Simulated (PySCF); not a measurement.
Input file for PySCF: D3(BJ) and D4 dispersion corrections on HF (SMILES F).

```python
from pyscf import gto
from pyscf.dispersion import dftd3, dftd4

mol = gto.M(
    atom='''
    F    -0.03944370   -0.14847424    0.64158482
    H    -0.06251873   -0.64868843    1.43193789
    ''',
    basis='def2-svp',
    charge=0, spin=0, verbose=0, max_memory=1800)
d3, d4 = {}, {}
for xc in ['hf', 'pbe', 'blyp', 'revpbe', 'tpss', 'r2scan', 'b3lyp', 'pbe0', 'bhlyp', 'camb3lyp', 'b2plyp']:
    d3[xc] = float(dftd3.DFTD3Dispersion(mol, xc=xc, version='d3bj', atm=False).get_dispersion()['energy'])
    print(f'D3(BJ) {xc:10s} {d3[xc]:14.8f} Eh')
for xc in ['hf', 'pbe', 'blyp', 'revpbe', 'tpss', 'r2scan', 'b3lyp', 'pbe0', 'bhlyp', 'camb3lyp', 'b2plyp']:
    d4[xc] = float(dftd4.DFTD4Dispersion(mol, xc={'camb3lyp': 'cam-b3lyp'}.get(xc, xc), atm=True).get_dispersion()['energy'])
    print(f'D4     {xc:10s} {d4[xc]:14.8f} Eh')
```

Output:

```
D3(BJ) hf            -0.00144796 Eh
D3(BJ) pbe           -0.00011325 Eh
D3(BJ) blyp          -0.00022574 Eh
D3(BJ) revpbe        -0.00033591 Eh
D3(BJ) tpss          -0.00013211 Eh
D3(BJ) r2scan        -0.00002667 Eh
D3(BJ) b3lyp         -0.00018000 Eh
D3(BJ) pbe0          -0.00008692 Eh
D3(BJ) bhlyp         -0.00012796 Eh
D3(BJ) camb3lyp      -0.00006631 Eh
D3(BJ) b2plyp        -0.00007317 Eh
D4     hf            -0.00035553 Eh
D4     pbe           -0.00006983 Eh
D4     blyp          -0.00016895 Eh
D4     revpbe        -0.00034740 Eh
D4     tpss          -0.00009525 Eh
D4     r2scan        -0.00001687 Eh
D4     b3lyp         -0.00011024 Eh
D4     pbe0          -0.00005580 Eh
D4     bhlyp         -0.00006372 Eh
D4     camb3lyp      -0.00005311 Eh
D4     b2plyp        -0.00004771 Eh
```

The run finished.

Cost: very roughly 0.010 core-seconds.
